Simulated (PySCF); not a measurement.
PySCF job for Al(H)(F)(NMe2) (C₂H₇AlFN), SMILES C[N](C)[AlH][F], C-PCM-B3LYP/def2-SVP. Geometry: PBE-D3(BJ)/def2-SVP. Other conformers were not sampled.

```python
import numpy as np
from pyscf import gto, scf, dft
from pyscf.solvent import pcm

mol = gto.M(
    atom='''
    Al   -0.63293741   -0.92771675   -0.00000000
    H    -2.19110857   -1.21128592   -0.00000000
    F     0.47834203   -2.19045803   -0.00000000
    N     0.02289380    0.73523260    0.00000000
    C     1.44130605    1.04554949    0.00000000
    C    -0.83148356    1.90761358    0.00000000
    H     1.73559880    1.64280092   -0.89664539
    H     1.73559880    1.64280092    0.89664539
    H     2.04437360    0.11548062    0.00000000
    H    -0.65872640    2.55082281    0.89673741
    H    -0.65872640    2.55082281   -0.89673741
    H    -1.90309326    1.61739115    0.00000000
    ''',
    basis='def2-SVP',
    charge=0,
    spin=0,
    max_memory=1600,
    verbose=3,
)
mf = dft.RKS(mol, xc='b3lyp').density_fit(auxbasis='def2-universal-jkfit')
mf.grids.level = 3
mf.conv_tol = 1e-9
mf.max_cycle = 100
mf.kernel()
res = {}
for name, eps in {'water': 78.355, '2-propanol': 19.264, 'chloroform': 4.7113}.items():
    s = mf.PCM()
    s.with_solvent.method, s.with_solvent.eps, s.with_solvent.lebedev_order = 'C-PCM', eps, 29
    s.kernel(mf.make_rdm1())
    res[name] = (s.e_tot, eps, s.dip_moment(), s.mo_energy, s.converged)
    print(f'{name}: electrostatic solvation free energy {(s.e_tot - mf.e_tot) * 627.509474:.3f} kcal/mol')
```

Output:

```
converged SCF energy = -477.308390275137

WARN: PCM is an experimental feature. It is still in testing.
Features and APIs may be changed in the future.

converged SCF energy = -477.315451280882
Dipole moment(X, Y, Z, Debye): -0.52267,  2.10786, -0.00000
water: electrostatic solvation free energy -4.431 kcal/mol

WARN: PCM is an experimental feature. It is still in testing.
Features and APIs may be changed in the future.

converged SCF energy = -477.31515048434
Dipole moment(X, Y, Z, Debye): -0.51738,  2.09811, -0.00000
2-propanol: electrostatic solvation free energy -4.242 kcal/mol

WARN: PCM is an experimental feature. It is still in testing.
Features and APIs may be changed in the future.

converged SCF energy = -477.313937757127
Dipole moment(X, Y, Z, Debye): -0.49667,  2.05937,  0.00000
chloroform: electrostatic solvation free energy -3.481 kcal/mol
```

Self-consistency was reached.
